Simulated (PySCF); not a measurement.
PySCF input file for C2H5ClFGa, SMILES C[CH2][Ga]([Cl])[F], PBE/pcSseg-1. Geometry: B3LYP-D3(BJ)/def2-SVP. The structure was generated by enumeration; whether it is a known compound was not checked. The values are those of a single conformer.

```python
import numpy as np
from pyscf import gto, scf, dft
from pyscf.prop.nmr import rks as nmr

mol = gto.M(
    atom='''
    Ga    0.11637148   -0.08514983   -0.00000000
    F     1.86932602    0.07145039    0.00000000
    Cl   -0.52829138   -2.14266326    0.00000000
    C    -1.03559256    1.50687507   -0.00000000
    C    -0.27183140    2.83381493    0.00000000
    H    -1.69304274    1.41084326    0.88049055
    H    -1.69304273    1.41084326   -0.88049055
    H     0.37456362    2.93396375   -0.88548931
    H     0.37456363    2.93396375    0.88548931
    H    -0.96899474    3.68811257   -0.00000000
    ''',
    basis='pcSseg-1',
    charge=0,
    spin=0,
    max_memory=1600,
    verbose=3,
)
mf = dft.RKS(mol, xc='pbe')
mf.grids.level = 3
mf.conv_tol = 1e-10
mf.max_cycle = 100
mf.kernel()
n = nmr.NMR(mf)
n.verbose = 2
n.max_cycle_cphf = 60
sigma = n.kernel()
print('atom   isotropic/ppm   span/ppm')
for i, s in enumerate(sigma):
    w = np.linalg.eigvalsh((s + s.T) / 2)
    print(f'{mol.atom_symbol(i):2s}{i + 1:3d} {w.mean():14.3f} {w[2] - w[0]:11.3f}')
```

It prints:

```
converged SCF energy = -2563.31723154365
atom   isotropic/ppm   span/ppm
Ga  1       1345.750     485.760
F   2        246.301     278.387
Cl  3        833.457     438.595
C   4        161.518      41.668
C   5        168.208      23.719
H   6         29.727      10.708
H   7         29.727      10.708
H   8         29.839      10.680
H   9         29.839      10.680
H  10         29.875      12.758
```

The calculation finished and met its thresholds.

Cost: roughly 23 core-seconds.
